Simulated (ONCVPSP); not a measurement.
# Al (Z = 13), ONCV: configuration errors across variants

| Quantity | Value |
| --- | --- |
| Element | Al |
| Generator | ONCVPSP 4.0.1 |
| Type | optimised norm-conserving Vanderbilt (ONCV) |
| Functional | LDA (Perdew-Wang 92) |
| Relativity | scalar-relativistic |
| Frozen core | [Ne] |
| Valence charge | 3 |
| Reference configuration | 3s2 (charge +1) |
| Partial waves | 3s: rc 1.95 bohr, ncon 5, nbas 10, qcut 4.1 1/bohr, 1 projector; p scattering state at 0.31 Ha: rc 1.50 bohr, ncon 4, nbas 9, qcut 4.6 1/bohr, local; d scattering state at 0.15 Ha: rc 1.75 bohr, ncon 4, nbas 8, qcut 5.7 1/bohr, 2 projectors, debl 3.1 Ha |
| Local potential | the p channel |
| Core correction | polynomial model core, fcfact 0.15 |

All-electron excitation energies from the reference (eV): (1) 3s2 3p1 -5.841; (2) 3s1 19.370; (3) 3s2 3p0.5 -3.719; (4) 3s0 3p3 4.664.

Errors AE − PS in meV (a dash: test not solved or not reliable):

```csv
change,(1),(2),(3),(4),bound ghosts,GHOST(+) flags above zero
base,+64,+7.5,+36,+192,none,none
p: qcut 3.3,+65,+7.5,+36,+193,none,none
p: qcut 3.9,+64,+7.5,+36,+192,none,none
p: qcut 4.4,+64,+7.5,+36,+192,none,none
p: qcut 4.7,+65,+7.5,+36,+193,none,none
p: qcut 5.2,+66,+7.5,+37,+196,none,none
p: qcut 6,+69,+7.7,+39,+206,none,none
p: qcut 6.5,+71,+7.9,+40,+214,none,none
p: qcut 6.9,+73,+8.0,+41,+221,none,none
```

Give the same row for: p: qcut 2.7.

+65, +7.5, +36, +194; bound ghosts: none; GHOST(+) flags above zero: none.
